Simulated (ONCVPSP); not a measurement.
hafnium: excitation energies, all-electron against ONCV

- Element: hafnium
- Generator: ONCVPSP 4.0.1
- Type: optimised norm-conserving Vanderbilt (ONCV)
- Functional: PBEsol
- Relativity: scalar-relativistic
- Frozen core: [Kr] 4d10 4f14
- Valence charge: 12
- Reference configuration: 5s2 5p6 5d2 6s0.5 (charge +1.5)
- Partial waves: 5s+6s: rc 1.65 bohr, ncon 3, nbas 6, qcut 5.8 1/bohr, 2 projectors; 5p: rc 1.35 bohr, ncon 3, nbas 8, qcut 5.2 1/bohr, 2 projectors, debl 3.5 Ha; 5d: rc 3.05 bohr, ncon 4, nbas 9, qcut 5.6 1/bohr, 3 projectors, debl 3.9 Ha
- Local potential: polynomial inside 1.00 bohr (lpopt 4, dvloc0 1 Ha)
- Core correction: none

Energies are relative to the spin-unpolarised reference configuration 5s2 5p6 5d2 6s0.5; without spin polarisation the order of configurations can differ from experiment.

| valence configuration | charge | ΔE all-electron (eV) | error AE − PS (meV) |
| --- | --- | --- | --- |
| 5s2 5p6 5d2 6s0 | +2 | 7.880 | +0.3 |
| 5s2 5p6 5d1 6s2 | +1 | -7.752 | +27 |

Question: What are ΔE and the potential's error for 5s2 5p6 5d2 6s1?

Answer: ΔE = -6.284 eV all-electron; the error (AE − PS) is +3.4 meV.

Question: What are ΔE and the potential's error for 5s2 5p6 5d2 6s2?

Answer: ΔE = -14.293 eV all-electron; the error (AE − PS) is +12 meV.

Note: ghosts flagged at negative energy: d at -680.6 eV; GHOST(+) flagged for s at 98.6 eV. A true bound ghost makes a file unfit for plane-wave use.
